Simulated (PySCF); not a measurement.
PySCF input for Al(H)(Me)(OH) (CH₅AlO), SMILES [OH][AlH][CH3], PBE0-D3(BJ)/def2-TZVP. Geometry: PBE0-D3(BJ)/def2-TZVP. One conformer was computed; it need not be the lowest.

```python
import numpy as np
from pyscf import gto, scf, dft, df
from pyscf.hessian import thermo

mol = gto.M(
    atom='''
    Al    0.47571403    0.11554380   -0.00000000
    H     2.04315565    0.37685979    0.00000000
    C    -0.33421112   -1.64774377   -0.00000000
    H    -0.02208146   -2.22435106    0.87674725
    H    -1.42516304   -1.59561343    0.00000000
    H    -0.02208147   -2.22435106   -0.87674724
    O    -0.56422064    1.46145641    0.00000000
    H    -0.23908026    2.36019771   -0.00000000
    ''',
    basis='def2-TZVP',
    charge=0,
    spin=0,
    max_memory=1600,
    verbose=3,
)
mf = dft.RKS(mol, xc='pbe0').density_fit(auxbasis='def2-universal-jkfit')
mf.disp = 'd3bj'
mf.grids.level = 3
mf.conv_tol = 1e-11
mf.max_cycle = 100
mf.kernel()

# [left out here: the lines that compute and print the analytic Hessian (its translational invariance restored by hand, since the grid's response is missing), thermochemistry and intensities]
```

Output:

```
converged SCF energy = -358.633784921701

WARN: DFTD3 does not support analytical Hessian, using finite difference


WARN: Mole.unit (angstrom) is changed to Bohr

Mode                                 0                   1                   2
Irrep
Freq [cm^-1]                       50.1222            199.0562            358.2366
Reduced mass [au]                   1.1128              3.1097              1.0797
Force const [Dyne/A]                0.0016              0.0726              0.0816
Char temp [K]                      72.1147            286.3976            515.4227
Normal mode                   x     y     z       x     y     z       x     y     z
       0  Al                -0.00 -0.00 -0.04   -0.10 -0.01  0.00   -0.00 -0.00 -0.05
       1   H                -0.00 -0.00 -0.14   -0.08 -0.09 -0.00   -0.00  0.00  0.47
       2   C                 0.00 -0.00  0.01    0.07 -0.09  0.00    0.00 -0.00  0.01
       3   H                -0.41  0.24  0.31    0.20 -0.03 -0.00    0.11  0.19  0.10
       4   H                 0.00 -0.00 -0.48    0.06 -0.34  0.00    0.00  0.00  0.15
       5   H                 0.41 -0.24  0.31    0.20 -0.03  0.00   -0.11 -0.19  0.10
       6   O                 0.00  0.00  0.06    0.07  0.12 -0.00    0.00  0.00 -0.03
       7   H                 0.00  0.00  0.07    0.24  0.06 -0.00    0.00  0.00  0.75
Mode                                 3                   4                   5
Irrep
Freq [cm^-1]                      462.2406            543.2991            620.6346
Reduced mass [au]                   1.1665              1.1040              2.2663
Force const [Dyne/A]                0.1468              0.1920              0.5143
Char temp [K]                     665.0612            781.6864            892.9550
Normal mode                   x     y     z       x     y     z       x     y     z
       0  Al                 0.00  0.00  0.04   -0.00  0.00 -0.00    0.04  0.06  0.00
       1   H                 0.00 -0.00 -0.63    0.10 -0.62  0.00    0.05  0.05 -0.00
       2   C                -0.00  0.00  0.02   -0.03  0.07  0.00   -0.06 -0.18 -0.00
       3   H                -0.09 -0.18 -0.08    0.20  0.16 -0.02   -0.13 -0.21  0.00
       4   H                -0.00 -0.00 -0.10   -0.03 -0.31  0.00   -0.06 -0.09  0.00
       5   H                 0.09  0.18 -0.08    0.20  0.16  0.02   -0.13 -0.21 -0.00
       6   O                -0.00 -0.00 -0.07    0.03 -0.03  0.00    0.01  0.05 -0.00
       7   H                -0.00  0.00  0.59   -0.50  0.15 -0.00   -0.46  0.21 -0.00
Mode                                 6                   7                   8
Irrep
Freq [cm^-1]                      677.2265            699.0864            737.3050
Reduced mass [au]                   1.3359              1.7686              1.3427
Force const [Dyne/A]                0.3610              0.5093              0.4300
Char temp [K]                     974.3782           1005.8297           1060.8178
Normal mode                   x     y     z       x     y     z       x     y     z
       0  Al                 0.00  0.00 -0.06    0.07  0.03  0.00    0.00 -0.01 -0.00
       1   H                 0.00  0.00  0.35    0.12 -0.25 -0.00    0.11 -0.63  0.00
       2   C                -0.00 -0.00  0.12   -0.09 -0.04 -0.00    0.10 -0.02  0.00
       3   H                -0.19 -0.47 -0.15    0.12  0.02 -0.02   -0.20 -0.12  0.03
       4   H                -0.00 -0.00 -0.23   -0.10 -0.39  0.00    0.11  0.45 -0.00
       5   H                 0.19  0.47 -0.15    0.12  0.02  0.02   -0.20 -0.12 -0.03
       6   O                -0.00  0.00  0.02   -0.10  0.03 -0.00   -0.07  0.07  0.00
       7   H                 0.00 -0.00  0.06    0.49 -0.17 -0.00    0.06  0.02  0.00
Mode                                 9                  10                  11
Irrep
Freq [cm^-1]                      872.9365           1220.5115           1440.5056
Reduced mass [au]                   4.3909              1.2388              1.0503
Force const [Dyne/A]                1.9714              1.0872              1.2841
Char temp [K]                    1255.9613           1756.0443           2072.5668
Normal mode                   x     y     z       x     y     z       x     y     z
       0  Al                 0.05 -0.12  0.00   -0.00 -0.01  0.00    0.00 -0.00 -0.00
       1   H                -0.01  0.25 -0.00   -0.02  0.01 -0.00   -0.00  0.01  0.00
       2   C                -0.01  0.04 -0.00    0.05  0.12  0.00    0.06 -0.02 -0.00
       3   H                 0.09  0.08 -0.01   -0.29 -0.39 -0.19   -0.39  0.34  0.38
       4   H                -0.01 -0.04  0.00    0.00 -0.51 -0.00    0.02 -0.35  0.00
       5   H                 0.09  0.08  0.01   -0.29 -0.39  0.19   -0.39  0.34 -0.38
       6   O                -0.07  0.13 -0.00   -0.00  0.00 -0.00   -0.00 -0.00 -0.00
       7   H                -0.24  0.19 -0.00   -0.01  0.01 -0.00    0.00 -0.00  0.00
Mode                                12                  13                  14
Irrep
Freq [cm^-1]                     1442.5137           1910.5647           3038.7713
Reduced mass [au]                   1.0544              1.0432              1.0359
Force const [Dyne/A]                1.2926              2.2435              5.6359
Char temp [K]                    2075.4561           2748.8772           4372.1153
Normal mode                   x     y     z       x     y     z       x     y     z
       0  Al                -0.00  0.00 -0.00   -0.04 -0.01  0.00   -0.00 -0.00  0.00
       1   H                -0.00 -0.00  0.03    0.96  0.16 -0.00    0.00  0.00  0.00
       2   C                -0.00  0.00 -0.06    0.00  0.00 -0.00    0.01  0.05 -0.00
       3   H                -0.45 -0.09  0.06   -0.01 -0.00 -0.01    0.18 -0.30  0.49
       4   H                -0.00  0.00  0.72   -0.00 -0.01  0.00   -0.48  0.04 -0.00
       5   H                 0.45  0.09  0.06   -0.01 -0.00  0.01    0.18 -0.30 -0.49
       6   O                 0.00  0.00  0.00   -0.00 -0.00 -0.00   -0.00  0.00 -0.00
       7   H                -0.00  0.00  0.00   -0.00  0.00  0.00   -0.00  0.00  0.00
Mode                                15                  16                  17
Irrep
Freq [cm^-1]                     3110.5543           3136.8306           3958.3606
Reduced mass [au]                   1.0970              1.0996              1.0673
Force const [Dyne/A]                6.2537              6.3747              9.8527
Char temp [K]                    4475.3950           4513.2009           5695.1996
Normal mode                   x     y     z       x     y     z       x     y     z
       0  Al                -0.00  0.00  0.00    0.00 -0.00  0.00    0.00 -0.00  0.00
       1   H                 0.00  0.00 -0.00   -0.00 -0.00  0.00    0.00 -0.00 -0.00
       2   C                -0.00  0.00  0.09    0.08 -0.03  0.00   -0.00 -0.00  0.00
       3   H                -0.20  0.37 -0.53   -0.08  0.17 -0.27   -0.00  0.00  0.00
       4   H                 0.00 -0.00  0.02   -0.83  0.03  0.00   -0.00 -0.00 -0.00
       5   H                 0.20 -0.37 -0.53   -0.08  0.17  0.27   -0.00  0.00 -0.00
       6   O                 0.00  0.00  0.00   -0.00  0.00 -0.00    0.02  0.06 -0.00
       7   H                 0.00  0.00  0.00   -0.00  0.00  0.00   -0.31 -0.92  0.00
temperature 298.1500 [K]
pressure 101325.00 [Pa]
Rotational constants [GHz] 24.88359 5.81592 4.85446
Symmetry number 1
Zero-point energy (ZPE) 0.05577 [Eh]   146415.475 [J/mol]
                           tot       elec      trans        rot        vib
Entropy [J/mol/K]       304.541      0.000    159.816     98.913     45.812
Cv [J/mol/K]             76.190      0.000     12.472     12.472     51.246
Cp [J/mol/K]             84.504      0.000     20.786     12.472     51.246
Internal energy [J/mol]                      3718.434   3718.434 153682.676
Internal energy [Eh]   -358.57242  -358.63378
Enthalpy [J/mol]                             6197.391   3718.434 153682.676
Enthalpy [Eh]          -358.57147
Gibbs free energy [J/mol]                  -41451.682 -25772.408 140023.801
Gibbs free energy [Eh] -358.60606
mode   freq/cm-1   IR/(km/mol)
   1       50.12         0.013
   2      199.06         5.954
   3      358.24         8.164
   4      462.24       180.193
   5      543.30       122.184
   6      620.63        44.773
   7      677.23        93.106
   8      699.09       161.779
   9      737.31        28.580
  10      872.94       177.075
  11     1220.51        27.459
  12     1440.51         1.543
  13     1442.51         1.769
  14     1910.56       214.657
  15     3038.77         3.148
  16     3110.55         7.469
  17     3136.83         6.845
  18     3958.36        73.777
max |gradient| / (hartree/bohr): 6.577214189830286e-05
APT charges: [ 1.3325 -0.3848 -0.3993  0.0164  0.0096  0.0164 -0.8724  0.2816]
```

Self-consistency was reached.

Cost: roughly 90 core-seconds.
